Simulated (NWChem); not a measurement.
Species: CH$_{3}$BrSn, singlet; SMILES [Sn]([CH3])[Br]

```xyz
6

Sn     0.3512     0.8949     0.0000
Br    -0.0078    -1.6336     0.0000
C     -1.7948     1.3604    -0.0004
H     -2.2596     0.9403     0.9068
H     -2.2771     0.8816    -0.8681
H     -1.9778     2.4455    -0.0325
```
Atoms are numbered in this order, from 1.

All runs: NWChem. Low-valent species are run as closed-shell singlets; no triplet was tried in these runs. Structure relaxed at the PBE0/def2-SVP level. No frequency run checked for a minimum. def2 effective core potentials on Sn; no spin-orbit coupling. Ions are spin-unrestricted doublets at the neutral geometry; other ion states weren't tried.

For level PBE/def2-SVP:

vertical ionisation energy, ΔSCF (eV): 8.40
−ε(HOMO) (eV): 5.54

Task: How do the values read with level PBE0/def2-SVP instead?

Result: 
| Quantity | Value |
|---|---|
| vertical ionisation energy, ΔSCF (eV) | 8.60 |
| −ε(HOMO) (eV) | 6.60 |
